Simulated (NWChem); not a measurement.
System: SiH$_{3}$TeBr; SMILES [SiH3][Te]Br

Input file for NWChem:

```
start job
memory heap 200 mb stack 900 mb global 1100 mb
geometry units angstroms noautoz
  Te     0.709115    -0.605517    -0.019807
  Br    -0.248497     1.734523     0.027388
  Si    -1.571052    -1.653783    -0.004590
  H     -1.308398    -3.124753    -0.031017
  H     -2.339006    -1.238152    -1.211956
  H     -2.305538    -1.276275     1.235688
end
basis spherical
  Te library def2-tzvp
  Br library def2-tzvp
  Si library def2-tzvp
  H library def2-tzvp
end
ecp
  Te library def2-ecp
end
dft
  xc b3pw91
  iterations 150
  mulliken
end
task dft energy
```

Structure relaxed at the PBE0/def2-SVP level. def2 effective core potentials on Te; no spin-orbit coupling.

Question: Give the results of this calculation. (B3PW91/def2-TZVP with def2 effective core potentials on Te.) Quantities: energy (Ha); highest occupied level (eV); orbital gap (eV); dipole (D).

Answer: 
```json
{
  "energy (Ha)": "-3133.64",
  "highest occupied level (eV)": "-6.39",
  "orbital gap (eV)": "3.35",
  "dipole (D)": "1.87"
}
```
